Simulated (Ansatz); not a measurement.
This geometry of Cl3FH2W + ClHO (10 atoms, charge 0, multiplicity 1) is a first-order saddle point.

The calculation used RHF/def2-SVP (Ansatz 0.2.0).

```xyz
10
Properties=species:S:1:pos:R:3
W -0.159 -0.702 -0.177
H -0.461 0.650 0.915
Cl 2.324 -0.349 -0.330
Cl 1.339 3.363 1.016
Cl -2.482 -1.163 0.059
F 0.241 -2.180 0.818
Cl -0.399 0.157 -2.276
O 1.414 1.747 1.453
H 2.133 1.293 0.964
H 0.456 1.101 1.106
```

**Question.** Which two structures does it join? (They come from a converged band through this point; their orientation in space is the band's.)

**Answer.** Bonds broken: W1–H2, Cl3–H9, O8–H10. Bonds formed: W1–O8, H2–H10, O8–H9. Cl3FH2W + ClHO becomes Cl4FHOW + H2.

Image 0:

```xyz
10
Properties=species:S:1:pos:R:3
W -0.512 -1.024 -0.307
H -0.661 0.183 0.844
Cl 2.266 -0.320 -0.275
Cl 1.999 3.847 1.339
Cl -2.696 -1.837 -0.307
F 0.207 -2.408 0.663
Cl -0.611 0.240 -2.214
O 1.566 2.246 1.523
H 2.180 0.748 0.440
H 0.670 2.241 1.842
```

Image 6:

```xyz
10
Properties=species:S:1:pos:R:3
W 0.150 -0.384 -0.566
H 0.310 0.116 3.276
Cl 2.545 -0.824 -0.547
Cl 0.318 2.957 0.403
Cl -2.101 0.406 -0.467
F -0.154 -1.552 0.796
Cl 0.066 -0.538 -2.843
O 0.952 1.447 0.031
H 1.913 1.436 0.105
H 0.408 0.852 3.360
```

**Question.** How far does it lie above each of them?

**Answer.** 0.94 eV above the first and 1.35 eV above the second. This is the barrier of this one path; another mechanism may lie lower. The orbitals stay closed-shell, which can raise the energy where a bond breaks towards radicals; this wasn't checked here.

Run time: 9.4 min on 4 threads of Arm Neoverse V2, with other jobs on the host, peak memory 0.57 GiB.
